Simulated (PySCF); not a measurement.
magnesium atom (Mg), singlet; HF/def2-TZVP (PySCF).

PySCF was given this input:
```python
from pyscf import gto, scf

mol = gto.M(
    atom='''
Mg    0.000000    0.000000    0.000000
''',
    basis='def2-tzvp',
    charge=0,
    spin=0,
    verbose=4,
)

mf = scf.RHF(mol)
mf.kernel()
```

The log (banner, timings and long lists left out):

```
PySCF version 2.14.0

[INPUT] verbose = 4
[INPUT] num. atoms = 1
[INPUT] num. electrons = 12
[INPUT] charge = 0
[INPUT] spin (= nelec alpha-beta = 2S) = 0
[INPUT] symmetry False subgroup None
[INPUT] Mole.unit = angstrom
[INPUT] Symbol           X                Y                Z      unit          X                Y                Z       unit  Magmom
[INPUT]  1 Mg     0.000000000000   0.000000000000   0.000000000000 AA    0.000000000000   0.000000000000   0.000000000000 Bohr   0.0

nuclear repulsion = 0
number of shells = 12
number of NR pGTOs = 53
number of NR cGTOs = 32
basis = def2-tzvp
ecp = {}

******** <class 'pyscf.scf.hf.RHF'> ********
method = RHF
initial guess = minao
damping factor = 0
level_shift factor = 0
DIIS = <class 'pyscf.scf.diis.CDIIS'>
diis_start_cycle = 1
diis_space = 8
diis_damp = 0
SCF conv_tol = 1e-09
SCF conv_tol_grad = None
SCF max_cycles = 50
direct_scf = True
direct_scf_tol = 1e-13
Set gradient conv threshold to 3.16228e-05
Initial guess from minao.
init E= -199.602969736613
  HOMO = -0.248251410650324  LUMO = 0.059865478749411  gap/eV = 8.38429
cycle= 1 E= -199.606528319851  delta_E= -0.00356  |g|= 0.0179  |ddm|= 0.218
  HOMO = -0.251874758113194  LUMO = 0.0562300467875165  gap/eV = 8.38396
cycle= 2 E= -199.606622106819  delta_E= -9.38e-05  |g|= 0.00451  |ddm|= 0.0554
  HOMO = -0.252470032068565  LUMO = 0.0554189865252028  gap/eV = 8.37809
cycle= 3 E= -199.606629839122  delta_E= -7.73e-06  |g|= 0.00103  |ddm|= 0.015
  HOMO = -0.252980140570721  LUMO = 0.0548110313530109  gap/eV = 8.37542
cycle= 4 E= -199.606631132389  delta_E= -1.29e-06  |g|= 5.51e-05  |ddm|= 0.00952
  HOMO = -0.25299320741517  LUMO = 0.0547905989804743  gap/eV = 8.37522
cycle= 5 E= -199.606631134035  delta_E= -1.65e-09  |g|= 3.55e-06  |ddm|= 0.000325
  HOMO = -0.252991991319684  LUMO = 0.0547920861351916  gap/eV = 8.37523
cycle= 6 E= -199.606631134041  delta_E= -5.68e-12  |g|= 8.28e-08  |ddm|= 1.92e-05
  HOMO = -0.252991959996489  LUMO = 0.0547921078361941  gap/eV = 8.37523
Extra cycle  E= -199.606631134041  delta_E= 2.84e-14  |g|= 1.57e-08  |ddm|= 3.98e-07
converged SCF energy = -199.606631134041
```
